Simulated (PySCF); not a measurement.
Species: (MgTe)4 ring, Mg4Te4.
Structure used (PBE0-D3(BJ)/def2-SVP), in Å, numbered top down from 1:
```xyz
8
Mg4Te4 angstrom
Mg    -1.8263   -1.8740    0.1561
Te    -2.6409   -0.8459    2.4095
Mg    -0.7846    0.9877    2.2726
Te     1.0605    2.8271    2.1086
Mg     1.8481    1.8571   -0.1829
Te     2.6394    0.8605   -2.4616
Mg     0.8309   -1.0170   -2.2852
Te    -0.9890   -2.8811   -2.1008
```

Computed with TDDFT wB97X-D/def2-SVPD, vertical, gas phase, core orbitals frozen in the response, def2 core potentials past Kr in PySCF. Spin–orbit coupling is left out.

Orbital energies (eV): HOMO-3 -8.50, HOMO-2 -8.22, HOMO-1 -8.22, HOMO -7.97, LUMO -1.27, LUMO+1 -0.62, LUMO+2 0.08.

Lowest singlets, with some entries withheld (?). The highest level found (4.13 eV, f 0.0001 so far) is left out, since the window may have cut off a degenerate partner. Orbitals of the list HOMO-3 to LUMO+2 that lie within 0.01 eV of each other are written together with a slash and their weights summed (≥ marks a lower bound); for degenerate orbitals outside that list single weights are arbitrary.

```json
{"state": "S1", "E (eV)": "3.07", "f": "0.0000", "main configurations (H = HOMO, L = LUMO)": "H→L (90%)"}
{"state": "S2", "E (eV)": "3.28", "f": "0.0000", "main configurations (H = HOMO, L = LUMO)": "H-2/H-1→L (≥88%)"}
{"state": "S3", "E (eV)": "3.28", "f": "0.0000", "main configurations (H = HOMO, L = LUMO)": "H-2/H-1→L (≥88%)"}
{"state": "S4", "E (eV)": "3.54", "f": "0.043", "main configurations (H = HOMO, L = LUMO)": "H-3→L (87%)"}
{"state": "S5", "E (eV)": "3.71", "f": "0.0000", "main configurations (H = HOMO, L = LUMO)": "H→L+1 (72%), H-2/H-1→L+2 (≥10%), H-2/H-1→L+3 (≥10%)"}
{"state": "S6", "E (eV)": "?", "f": "0.0000", "main configurations (H = HOMO, L = LUMO)": "H-2/H-1→L+1 (≥60%), H→L+3 (16%)"}
{"state": "S7", "E (eV)": "?", "f": "0.0000", "main configurations (H = HOMO, L = LUMO)": "H-2/H-1→L+1 (≥60%), H→L+2 (16%)"}
{"state": "S8", "E (eV)": "?", "f": "0.0000", "main configurations (H = HOMO, L = LUMO)": "H-4→L (80%)"}
{"state": "S9", "E (eV)": "?", "f": "0.118", "main configurations (H = HOMO, L = LUMO)": "H-3→L+1 (62%), H-2/H-1→L+2 (≥15%), H-2/H-1→L+3 (≥14%)"}
```

Question: What stands in place of each question mark?

Answer: 
- S6: E = 3.89 eV
- S7: E = 3.89 eV
- S8: E = 4.07 eV
- S9: E = 4.10 eV

Question: How far apart are S4 and S6, in eV and cm⁻¹?

Answer: 3.887 − 3.545 = 0.342 eV, or about 2760 cm⁻¹.

Question: Where do the lowest triplets lie (Tamm–Dancoff)?

Answer: T1 2.94 eV, H→L (87%); T2 3.15 eV, H-2/H-1→L (≥84%); T3 3.15 eV, H-2/H-1→L (≥84%). E(S1) − E(T1) = +0.13 eV.

Question: What is the vertical ionisation energy by ΔSCF at this level?

Answer: 8.03 eV; −ε(HOMO) is 7.97 eV.
